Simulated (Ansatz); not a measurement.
Consider the redistribution: `BCS[SiH2][SiH3]` + `C=C(C)[SiH2][SiH3]` → `C=C([SiH3])[SiH2][SiH3]` + `BCS[SiH2]C`.

Program: Ansatz. Geometries: PBE0-D4/def2-TZVP. ΔE: electronic, gas phase. CCSD(T)/CBS is the MP2 limit (def2-TZVPP, def2-QZVPP) plus CCSD(T) − MP2 in def2-TZVPP, frozen cores. Functionals use def2-TZVPP. B3LYP here is the variant with VWN-RPA as its local correlation; programs differ in this. One conformer a species, not always the lowest.

```json
{"level": "B3LYP-D4", "ΔE (kJ/mol)": "-34.6", "difference from CCSD(T)/CBS": "3.6"}
{"level": "ωB97M-V", "ΔE (kJ/mol)": "-42.2", "difference from CCSD(T)/CBS": "-4.0"}
{"level": "PBE0", "ΔE (kJ/mol)": "-26.3", "difference from CCSD(T)/CBS": "11.9"}
{"level": "B3LYP", "ΔE (kJ/mol)": "-32.9", "difference from CCSD(T)/CBS": "5.3"}
{"level": "SCS-MP2/def2-TZVPP", "ΔE (kJ/mol)": "-43.6", "difference from CCSD(T)/CBS": "-5.4"}
{"level": "CCSD/def2-TZVPP", "ΔE (kJ/mol)": "-37.6", "difference from CCSD(T)/CBS": "0.6"}
{"level": "CCSD(T)/def2-TZVPP", "ΔE (kJ/mol)": "-37.3", "difference from CCSD(T)/CBS": "0.9"}
{"level": "HF/def2-QZVPP", "ΔE (kJ/mol)": "-42.2", "difference from CCSD(T)/CBS": "-4.0"}
{"level": "MP2/def2-QZVPP", "ΔE (kJ/mol)": "-45.6", "difference from CCSD(T)/CBS": "-7.4"}
{"level": "MP2/CBS(def2)", "ΔE (kJ/mol)": "-45.7", "difference from CCSD(T)/CBS": "-7.5"}
{"level": "CCSD(T)/CBS", "ΔE (kJ/mol)": "-38.2", "difference from CCSD(T)/CBS": "0"}
```

Largest T1 diagnostic among the species: 0.013.

From PBE to PBE0 (25 % exact exchange), in def2-TZVPP and without D4, ΔE moves by −3.9 kJ/mol.

CCSD(T)/CBS has its own doubt, a few kJ/mol and more with outer-core shells, so smaller differences from it don't rank the levels.
